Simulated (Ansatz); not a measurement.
One change: `B[Si](O)([SiH3])Cl` becomes `B[Si](O)(F)[SiH3]`.

Ansatz, PBE0-D4/def2-TZVP geometries, multiplicity 1. Each molecule was computed in one conformer, which needn't be the lowest.

```json
{"property": "LUMO energy (B3LYP/def2-TZVPP) / eV", "`B[Si](O)([SiH3])Cl`": "-1.33"}
{"property": "HOMO energy (PBE0/def2-TZVPP) / eV", "`B[Si](O)([SiH3])Cl`": "-7.65"}
{"property": "LUMO energy (PBE0/def2-TZVPP) / eV", "`B[Si](O)([SiH3])Cl`": "-1.14"}
{"property": "size of the dipole moment (ωB97M-V/def2-TZVPP) / D", "`B[Si](O)([SiH3])Cl`": "2.67"}
{"property": "LUMO energy (PBE/def2-TZVPP) / eV", "`B[Si](O)([SiH3])Cl`": "-2.06"}
{"property": "size of the dipole moment (PBE/def2-TZVPP) / D", "`B[Si](O)([SiH3])Cl`": "2.51"}
```

(1) Give the same properties after the change, and the shifts. (Best estimate.)

Results:

(1) The calculation gave: 
```json
{"property": "LUMO energy (B3LYP/def2-TZVPP) / eV", "`B[Si](O)(F)[SiH3]`": "-3.01", "shift": "-1.68"}
{"property": "HOMO energy (PBE0/def2-TZVPP) / eV", "`B[Si](O)(F)[SiH3]`": "-7.59", "shift": "0.06"}
{"property": "LUMO energy (PBE0/def2-TZVPP) / eV", "`B[Si](O)(F)[SiH3]`": "-2.81", "shift": "-1.67"}
{"property": "size of the dipole moment (ωB97M-V/def2-TZVPP) / D", "`B[Si](O)(F)[SiH3]`": "0.93", "shift": "-1.74"}
{"property": "LUMO energy (PBE/def2-TZVPP) / eV", "`B[Si](O)(F)[SiH3]`": "-3.79", "shift": "-1.73"}
{"property": "size of the dipole moment (PBE/def2-TZVPP) / D", "`B[Si](O)(F)[SiH3]`": "1.01", "shift": "-1.50"}
```

With PBE0 the HOMO rises by 0.06 eV and the LUMO falls by 1.67 eV, so the gap narrows by about 1.73 eV. PBE moves the HOMO by 0.08 eV and ωB97M-V by 0.08 eV. Dipoles are sizes alone; their direction can turn.

B3LYP here is the variant with VWN-RPA as its local correlation; programs differ in this.
